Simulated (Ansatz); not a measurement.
System: C3H4N, net charge 0, doublet state. It need not be the lowest isomer of its formula. 
Coordinates optimised at B3LYP-D3(BJ)/def2-TZVP (Ansatz, a first-principles code):
SMILES: [C-]#[N+][CH]C
```xyz
8

C     -1.5792     0.1486    -0.0893
C     -0.2734    -0.4526    -0.4641
N      0.8589    -0.0212     0.1045
C      1.8402     0.3806     0.6239
H     -1.5948     1.2231    -0.3001
H     -1.7743     0.0335     0.9821
H     -2.3891    -0.3243    -0.6418
H     -0.1800    -1.2434    -1.1948
```
Charge 0, spin multiplicity 2.

Basis-set convergence of Hartree-Fock and CCSD correlation energies (hartree) with Ansatz. Valence correlation only, unless marked. Open shells are spin-unrestricted. No spin-orbit coupling. No relativistic terms.

```
basis    functions       E(HF)  E(corr, CCSD)
-------  ---------  ----------  -------------
cc-pVDZ         76  -170.32564       -0.56023
cc-pVTZ        176         [?]            [?]
```

Q: Some entries are withheld; supply them.

A: 
- cc-pVTZ, E(HF): -170.37170
- cc-pVTZ, E(corr, CCSD): -0.66915
